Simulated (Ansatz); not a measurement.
Input for Ansatz (a first-principles code): R-B3LYP/def2-TZVPPD on H4OSi (SMILES O[SiH3]) with ghost functions, monomers drawn apart or pushed together. Files ending in .json are basis or fitting sets from the Basis Set Exchange.

Ansatz 0.2 input:
```yaml
crystal:
  periodic: [false, false, false]
  atoms:
    - {symbol: O, position_ang: [0.27148011, 0.61258359, 3.95981674]}
    - {symbol: Si, position_ang: [-0.49156215, -0.67787657, 4.64783440]}
    - {symbol: H, position_ang: [0.34811133, 0.63680126, 3.00195636]}
    - {symbol: H, position_ang: [-1.89857245, -0.79450957, 4.18755442]}
    - {symbol: H, position_ang: [-0.46206063, -0.44413767, 6.10523898]}
    - {symbol: H, position_ang: [0.19516547, -1.95596384, 4.33162853]}
basis:
  gaussian:
    orbitals: def2-TZVPPD.json
    ghost_atoms:
      - {symbol: N, position_ang: [0.50565064, 0.47640010, -1.19338060]}
      - {symbol: N, position_ang: [0.49268073, 0.56277065, -0.10672647]}
hamiltonian:
  xc: {name: B3LYP}
scf: {lower_state_search: off}
```

Output:

```
Functional definition: B3LYP
[...]
these checks for a lower state are left out or cut short: stability, starts, cluster_reference, orbital_swaps, neighbouring_geometries, increment
integrals: 0.13 GiB planned
1089 factors; their error is unknown
mean field: 1.05 GiB planned
mean field evaluation 1: about -9987.8282 eV, gradient 5.6e1 eV
mean field evaluation 2: about -9973.7193 eV, gradient 1.0e2 eV
mean field evaluation 4: about -9992.7597 eV, gradient 1.4e0 eV
mean field evaluation 8: about -9992.7784 eV, gradient 2.7e-2 eV
mean field evaluation 16: about -9992.7784 eV, gradient 2.0e-6 eV
mean field -9992.77837514 eV, -367.2278319379 hartree, gradient 2.0e-6 eV, S^2 0.000000; 0 other end points of the search recorded, 0 dependent functions left out
reference -9992.77861136 eV, -367.2278406188 hartree; 13, 13 occupied and 217, 217 virtual orbitals, 1089 factors
Total energy: -9992.77861136 eV, -367.2278406188 hartree
Checks for a lower state left out: stability, starts, cluster_reference, orbital_swaps, neighbouring_geometries, increment
```

Self-consistency was reached.

Cost: about 1.8 core-seconds (a rough figure).
